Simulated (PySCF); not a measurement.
# Unknowns

How the numbers were obtained: GFN2-xTB geometry, σ from GIAO-PBE0/pcSseg-1, in PySCF 2.14.0 with density-fitted response routines (in vacuum, one conformer, rapidly exchanging positions averaged, no relativistic terms).

Scale: $^{1}$H, $^{13}$C vs TMS (reference shieldings calculated alike). Splittings of carbon signals by F and P are missing where no couplings were computed. Where no couplings were computed, multiplicities follow the n + 1 count of equivalent neighbours, and m marks all less simple cases (inequivalent or close neighbours, rings, F or P nearby). Shifts are as computed. Against solution values, carbons near 30 ppm lie about +3 ppm off and those near 130 ppm about +5 ppm. Of 1211 compounds with measured shifts, 218 miss one by over three times the rms of a fit or turn the order of signals round; such compounds aren't used in these exercises.

**Question.** C$_{8}$H$_{7}$F. $^{1}$H NMR (600 MHz, computed): δ 6.58 (m, 1H), 3.26 (m, 1H), 2.88 (m, 1H), 2.73 (s, 1H), 2.32 (m, 1H), 1.66 (m, 1H), 0.20 (m, 1H). $^{13}$C{$^{1}$H} NMR (computed): δ 152.9 (CH), 128.6 (C), 89.7 (CH), 86.7 (C), 84.4 (C), 47.7 (CH2), 33.4 (CH), 25.2 (CH2). What is it?

**Answer.** SMILES [C@]12(F)[C@H](C=C(C#C)C1)C2. The formula gives 5 degrees of unsaturation (2 rings in the answer). 8 carbon signals for 8 carbons: no two carbons are equivalent. Carbon types of the structure: 3 × C, 3 × CH, 2 × CH2, which accounts for all hydrogens. δC 152.9: alkene CH; an sp2 carbon of a C=C bond. δC 128.6: fully substituted alkene carbon; as expected for a trigonal carbon in a double bond. δC 89.7: terminal alkyne carbon; the triple bond shields along its axis, which puts it between sp3 and sp2 carbons. δC 84.4: alkyne carbon; the triple bond shields along its axis, which puts it between sp3 and sp2 carbons.

The shifts were computed for this structure.

**Question.** C$_{4}$H$_{2}$NP$_{3}$. $^{1}$H NMR (400 MHz, computed): δ 11.22 (m, 2H). $^{13}$C{$^{1}$H} NMR (computed): δ 187.5, 171.1, 126.7. What is it?

**Answer.** `InChI=1S/C4H2NP3/c5-1-4-7-2-6-3-8-4/h2-3H`. 3 carbon signals for 4 carbons: some carbons are equivalent by symmetry or fast rotation. Carbon types of the structure: 2 × C, 2 × CH, which accounts for all hydrogens. δC 187.5: aromatic CH. δC 171.1: substituted aromatic carbon. δC 126.7: nitrile carbon; this is the usual window of a C≡N carbon, which has no attached hydrogen. δH 11.22: hydrogen on an aromatic CH; it sits in the deshielding region of the aromatic ring current.

The shifts were computed for this structure.
